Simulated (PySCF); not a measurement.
C4H5NSi, SMILES C#C[C@@H]([SiH3])C#N. Atoms are numbered in the order given.

```xyz
11

C      2.3105    -1.0292    -0.6075
C      1.3675    -0.3083    -0.3838
C      0.1802     0.5214    -0.1536
Si    -1.3568    -0.3638    -0.9029
C     -0.0585     0.8017     1.2667
N     -0.2989     1.0099     2.3783
H      3.1596    -1.6626    -0.7974
H      0.2897     1.4856    -0.6799
H     -1.5256    -1.6675    -0.2125
H     -2.5438     0.5088    -0.6955
H     -1.0901    -0.5541    -2.3533
```

Coordinates come from a ωB97X-D3(BJ)/def2-SVP optimisation. The structure was generated by enumeration; whether it is a known compound was not checked.

Calculation: PBE/def2-TZVP (PySCF).

Atomic charges (e):

```tsv
atom	IAO	Löwdin
C1	-0.22	-0.08
C2	-0.03	?
C3	-0.41	-0.32
Si4	0.61	?
C5	0.13	?
N6	-0.23	0.08
H7	0.21	0.13
H8	0.21	0.20
H9	-0.08	?
H10	-0.10	?
H11	-0.09	?
```

Q: Fill in the missing entries. (The exact figures need the calculation; the answer reports its results.)

A: 
- C2, Löwdin: -0.10
- Si4, Löwdin: 0.34
- C5, Löwdin: -0.20
- H9, Löwdin: -0.01
- H10, Löwdin: -0.02
- H11, Löwdin: -0.02

Computed Mayer and Wiberg (Löwdin basis) orders of the bonds:
```tsv
bond	Mayer	Wiberg
C1–C2	2.69	2.93
C2–C3	1.18	1.25
C3–Si4	0.90	0.98
C3–C5	1.03	1.26
C5–N6	3.11	3.31
C1–H7	0.99	0.91
C3–H8	0.88	0.74
Si4–H9	0.94	0.95
Si4–H10	0.94	0.94
Si4–H11	0.94	0.94
```
